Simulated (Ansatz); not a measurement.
This geometry of H$_{4}$HfO$_{3}$S (9 atoms, charge 0, multiplicity 1) is a first-order saddle point.

All numbers below come from RKS BLYP/def2-SVP in Ansatz 0.2.0.

```xyz
9
Properties=species:S:1:pos:R:3
Hf -0.010 -0.107 0.337
O -0.829 0.167 -1.649
S 1.747 -1.011 -0.928
H 0.276 -0.328 -1.771
O 0.463 1.584 1.205
O -0.924 -1.349 1.538
H -0.853 1.000 -2.161
H 1.180 2.213 1.392
H -1.049 -2.170 2.037
```

Task: Which two structures does it join? (They come from a converged band through this point; their orientation in space is the band's.)

Result: Bonds broken: S3–H4. Bonds formed: O2–H4.

Initial state:

```xyz
9
Properties=species:S:1:pos:R:3
Hf -0.069 -0.091 0.102
O -1.345 0.499 -1.239
S 1.767 -1.377 -1.025
H 2.108 -0.324 -1.829
O 0.693 1.466 0.980
O -0.828 -1.361 1.358
H -2.024 0.816 -1.850
H 1.045 2.212 1.482
H -1.346 -1.839 2.020
```

Final state:

```xyz
9
Properties=species:S:1:pos:R:3
Hf 0.046 -0.166 0.394
O -0.759 0.197 -1.708
S 1.892 -1.171 -0.527
H 0.081 -0.167 -2.110
O 0.439 1.604 1.168
O -0.998 -1.336 1.589
H -0.916 1.079 -2.106
H 1.190 2.196 1.346
H -0.975 -2.237 1.954
```

Task: How far does it lie above each of them?

Result: 135.8 kJ/mol above the first and 13.1 kJ/mol above the second. This is the barrier of this one path; another mechanism may lie lower. The orbitals stay closed-shell, which can raise the energy where a bond breaks towards radicals; this wasn't checked here.

Time of the run: 9 min on 2 threads of Arm Neoverse V1, with other jobs on the host, peak memory 0.16 GiB.
